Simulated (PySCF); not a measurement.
PySCF input file for C2H7Al, SMILES C[CH2][AlH2], TDDFT-M06-2X/def2-SVPD. Coordinates come from a B3LYP-D3(BJ)/def2-SVP optimisation.

```python
import numpy as np
from pyscf import gto, scf, dft, tdscf

mol = gto.M(
    atom='''
    Al   -0.13693612   -1.28241207   -0.00000000
    H     0.82725720   -2.54748677    0.00000000
    H    -1.71230997   -1.50734123    0.00000000
    C     0.63770321    0.52656172   -0.00000000
    C    -0.33435542    1.71631054    0.00000000
    H     1.32086474    0.58597057   -0.87085329
    H     1.32086473    0.58597057    0.87085329
    H    -0.99349263    1.70494226    0.88403424
    H    -0.99349264    1.70494226   -0.88403424
    H     0.19039138    2.68712565    0.00000000
    ''',
    basis='def2-SVPD',
    charge=0,
    spin=0,
    symmetry=True,
    max_memory=1600,
    verbose=4,
)
mf = dft.RKS(mol, xc='m06-2x').density_fit(auxbasis='def2-universal-jkfit')
mf.grids.level = 4
mf.conv_tol = 1e-9
mf.max_cycle = 100
mf.kernel()
mf.grids = dft.Grids(mol).set(level=2).build(with_non0tab=True)  # coarser grid for the response kernel
td = tdscf.TDDFT(mf)
td.singlet = True
td.nstates = 10
td.conv_tol = 1e-4
td.kernel(x0=td.get_init_guess(mf, 15))
td.analyze()
tt = tdscf.TDA(mf)
tt.singlet = False
tt.nstates = 4
tt.conv_tol = 1e-4
tt.kernel(x0=tt.get_init_guess(mf, 9))
tt.analyze(verbose=3)
```

Log of the run:

```
PySCF version 2.14.0

[INPUT] verbose = 4
[INPUT] num. atoms = 10
[INPUT] num. electrons = 32
[INPUT] charge = 0
[INPUT] spin (= nelec alpha-beta = 2S) = 0
[INPUT] symmetry True subgroup None
[INPUT] Mole.unit = angstrom
[INPUT] Symbol           X                Y                Z      unit          X                Y                Z       unit  Magmom
[INPUT]  1 Al    -0.136936120000  -1.282412070000   0.000000000000 AA   -0.258771763361  -2.423407591137   0.000000000000 Bohr   0.0
[INPUT]  2 H      0.827257200000  -2.547486770000   0.000000000000 AA    1.563289542575  -4.814052301253   0.000000000000 Bohr   0.0
[INPUT]  3 H     -1.712309970000  -1.507341230000   0.000000000000 AA   -3.235796883662  -2.848462100965   0.000000000000 Bohr   0.0
[INPUT]  4 C      0.637703210000   0.526561720000   0.000000000000 AA    1.205084415656   0.995057438480   0.000000000000 Bohr   0.0
[INPUT]  5 C     -0.334355420000   1.716310540000   0.000000000000 AA   -0.631840172064   3.243356865304   0.000000000000 Bohr   0.0
[INPUT]  6 H      1.320864740000   0.585970570000  -0.870853290000 AA    2.496072606195   1.107323894355  -1.645674212776 Bohr   0.0
[INPUT]  7 H      1.320864730000   0.585970570000   0.870853290000 AA    2.496072587298   1.107323894355   1.645674212776 Bohr   0.0
[INPUT]  8 H     -0.993492630000   1.704942260000   0.884034240000 AA   -1.877428977474   3.221873929597   1.670582598338 Bohr   0.0
[INPUT]  9 H     -0.993492640000   1.704942260000  -0.884034240000 AA   -1.877428996371   3.221873929597  -1.670582598338 Bohr   0.0
[INPUT] 10 H      0.190391380000   2.687125650000   0.000000000000 AA    0.359787564678   5.077931540794   0.000000000000 Bohr   0.0

nuclear repulsion = 96.3797340289764
point group symmetry = Cs
symmetry origin: [-5.90539451e-10 -2.36215736e-09  0.00000000e+00]
symmetry axis x: [1.00000000e+00 1.82353742e-09 1.40361001e-11]
symmetry axis y: [ 1.82353742e-09 -1.00000000e+00 -1.31272194e-18]
symmetry axis z: [-1.40361001e-11 -1.93988271e-18  1.00000000e+00]
num. orbitals of irrep A' = 79
num. orbitals of irrep A" = 41
number of shells = 54
number of NR pGTOs = 172
number of NR cGTOs = 120
basis = def2-SVPD
ecp = {}


[settings echo left out]
init E= -322.522520526127
HOMO (A') = -0.304070166670706  LUMO (A") = -0.0587963764134312  gap/eV = 6.67424
cycle= 1 E= -322.610393744346  delta_E= -0.0879  |g|= 0.254  |ddm|= 3.23
HOMO (A') = -0.289599494032904  LUMO (A") = -0.0299036721471069  gap/eV = 7.06668
cycle= 2 E= -322.617773923926  delta_E= -0.00738  |g|= 0.212  |ddm|= 0.606
HOMO (A') = -0.324301330428273  LUMO (A") = -0.0290699173082647  gap/eV = 8.03366
cycle= 3 E= -322.629991783386  delta_E= -0.0122  |g|= 0.0302  |ddm|= 0.271
HOMO (A') = -0.319102282512449  LUMO (A") = -0.026901296160764  gap/eV = 7.95119
cycle= 4 E= -322.630262143026  delta_E= -0.00027  |g|= 0.00498  |ddm|= 0.056
HOMO (A') = -0.319847988020619  LUMO (A") = -0.0276683388475707  gap/eV = 7.95061
cycle= 5 E= -322.630268642553  delta_E= -6.5e-06  |g|= 0.00196  |ddm|= 0.0118
HOMO (A') = -0.319778941657097  LUMO (A") = -0.0276792466221925  gap/eV = 7.94844
cycle= 6 E= -322.630269630688  delta_E= -9.88e-07  |g|= 0.000291  |ddm|= 0.00286
HOMO (A') = -0.319756207264947  LUMO (A") = -0.0276431909314985  gap/eV = 7.94880
cycle= 7 E= -322.630269656591  delta_E= -2.59e-08  |g|= 5.3e-05  |ddm|= 0.00086
HOMO (A') = -0.319760347665374  LUMO (A") = -0.0276496991385393  gap/eV = 7.94874
cycle= 8 E= -322.630269657589  delta_E= -9.99e-10  |g|= 1.01e-05  |ddm|= 0.000142
HOMO (A') = -0.319760290418416  LUMO (A") = -0.0276484377386068  gap/eV = 7.94877
Extra cycle  E= -322.630269657633  delta_E= -4.35e-11  |g|= 4.89e-06  |ddm|= 4.22e-05
converged SCF energy = -322.630269657633
tot grids = 71912


******** <class 'pyscf.tdscf.rks.TDDFT'> for <class 'pyscf.df.df_jk.DFSymAdaptedRKS'> ********
nstates = 10 singlet
deg_eia_thresh = 1.000e-03
wfnsym = None
conv_tol = 0.0001
eigh lindep = 1e-12
eigh level_shift = 0
eigh max_cycle = 100


Excitation energies (eV)
[4.77670392 5.33386406 6.66815519 7.62239661 7.66687288 7.74303348
 7.85136405 7.89794726 8.06804399 8.12413616]

** Singlet excitation energies and oscillator strengths **
Excited State   1:   A"      4.77670 eV    259.56 nm  f=0.0013
      16 -> 17       -0.70012
Excited State   2:   A"      5.33386 eV    232.45 nm  f=0.0000
      15 -> 17        0.70444
Excited State   3:   A'      6.66816 eV    185.93 nm  f=0.0424
      16 -> 18        0.64987
      16 -> 19       -0.24750
Excited State   4:   A'      7.62240 eV    162.66 nm  f=0.0059
      14 -> 17       -0.53243
      15 -> 18       -0.28256
      15 -> 19        0.11353
      16 -> 18        0.11260
      16 -> 19        0.19570
      16 -> 20       -0.17955
Excited State   5:   A'      7.66687 eV    161.71 nm  f=0.0100
      14 -> 17        0.30487
      15 -> 18       -0.56367
      15 -> 19        0.17622
      15 -> 21       -0.10325
      15 -> 23       -0.10502
      16 -> 20        0.10565
Excited State   6:   A'      7.74303 eV    160.12 nm  f=0.0156
      14 -> 17       -0.26260
      16 -> 20        0.60599
      16 -> 21       -0.19973
Excited State   7:   A'      7.85136 eV    157.91 nm  f=0.0146
      15 -> 18       -0.19356
      15 -> 19       -0.14115
      15 -> 20       -0.15595
      16 -> 19       -0.19743
      16 -> 20       -0.25046
      16 -> 21       -0.49903
      16 -> 25       -0.18074
Excited State   8:   A'      7.89795 eV    156.98 nm  f=0.3078
      14 -> 17        0.18554
      16 -> 18        0.21642
      16 -> 19        0.55886
      16 -> 21       -0.25992
Excited State   9:   A'      8.06804 eV    153.67 nm  f=0.1334
      15 -> 18        0.18613
      15 -> 19        0.60901
      15 -> 20       -0.16068
      15 -> 21       -0.10407
      16 -> 21       -0.18448
Excited State  10:   A"      8.12414 eV    152.61 nm  f=0.0076
      13 -> 17       -0.68784

** Transition electric dipole moments (AU) **
state          X           Y           Z        Dip. S.      Osc.
  1         0.0000      0.0000     -0.1068      0.0114      0.0013
  2        -0.0000     -0.0000      0.0016      0.0000      0.0000
  3        -0.2889     -0.4198      0.0000      0.2597      0.0424
  4        -0.0617      0.1673     -0.0000      0.0318      0.0059
  5        -0.2162      0.0798     -0.0000      0.0531      0.0100
  6        -0.0087     -0.2868      0.0000      0.0823      0.0156
  7        -0.0336      0.2736      0.0000      0.0760      0.0146
  8         0.4277      1.1865      0.0000      1.5907      0.3078
  9         0.8125     -0.1221     -0.0000      0.6751      0.1334
 10        -0.0000     -0.0000     -0.1952      0.0381      0.0076

** Transition velocity dipole moments (imaginary part, AU) **
state          X           Y           Z        Dip. S.      Osc.
  1         0.0000      0.0000     -0.0167      0.0003      0.0011
  2         0.0000      0.0000      0.0005      0.0000      0.0000
  3        -0.0762     -0.1127      0.0000      0.0185      0.0503
  4        -0.0157      0.0504     -0.0000      0.0028      0.0066
  5        -0.0668      0.0229      0.0000      0.0050      0.0118
  6        -0.0094     -0.0857      0.0000      0.0074      0.0174
  7        -0.0147      0.0898      0.0000      0.0083      0.0192
  8         0.1341      0.3692      0.0000      0.1543      0.3545
  9         0.2581     -0.0358      0.0000      0.0679      0.1527
 10        -0.0000     -0.0000     -0.0624      0.0039      0.0087

** Transition magnetic dipole moments (imaginary part, AU) **
state          X           Y           Z
  1        -0.9584      0.5088     -0.0000
  2        -0.4959     -1.2265      0.0000
  3         0.0000      0.0000      0.4641
  4        -0.0000      0.0000      0.9671
  5         0.0000      0.0000      0.7363
  6         0.0000      0.0000      0.0127
  7         0.0000      0.0000     -0.2006
  8        -0.0000     -0.0000     -0.7667
  9        -0.0000     -0.0000     -0.1306
 10        -0.7432      0.3093      0.0000


******** <class 'pyscf.tdscf.rks.TDA'> for <class 'pyscf.df.df_jk.DFSymAdaptedRKS'> ********
nstates = 4 triplet
deg_eia_thresh = 1.000e-03
wfnsym = None
conv_tol = 0.0001
eigh lindep = 1e-12
eigh level_shift = 0
eigh max_cycle = 100


Excitation energies (eV)
[4.46148804 4.89656213 6.24488926 7.02940292]

** Triplet excitation energies and oscillator strengths **
Excited State   1:   A"      4.46149 eV    277.90 nm  f=0.0000
Excited State   2:   A"      4.89656 eV    253.21 nm  f=0.0000
Excited State   3:   A'      6.24489 eV    198.54 nm  f=0.0000
Excited State   4:   A'      7.02940 eV    176.38 nm  f=0.0000
```

The run converged.

Cost: about 8 core-minutes (a rough figure).
